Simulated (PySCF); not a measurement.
CH7GeNO, SMILES [GeH2]([NH]C)[OH]. Geometry optimised at PBE-D3(BJ)/def2-SVP. The structure was generated by enumeration, and PubChem lists no compound with its InChIKey, so it may never have been made. The values are those of a single conformer.

All values below come from PySCF 2.14.0 with PBE-D3(BJ)/def2-SVP.

Harmonic wavenumbers (cm⁻¹): 87, 133, 205, 220, 290, 445, 514, 644, 656, 711, 783, 803, 898, 1054, 1097, 1120, 1334, 1394, 1415, 1442, 2068, 2129, 2904, 2981, 3033, 3497, 3727. Rotational constants (GHz): 8.786, 2.995, 2.494; symmetry number 1.

Problem. Work out the zero-point energy and the ideal-gas rigid-rotor harmonic-oscillator thermochemistry at 298.15 K and 1 atm.

Solution. ZPE = ½ Σ hcν = ½ × 35583 cm⁻¹ = 50.87 kcal/mol. H − E(el) = 55.83 kcal/mol. Entropy in cal/(mol K): translation 40.30, rotation 26.00, vibration 15.45, total 81.75. G − E(el) = 31.46 kcal/mol. Cp = 25.56 cal/(mol K). Modes under 150 cm⁻¹ make the vibrational entropy uncertain.
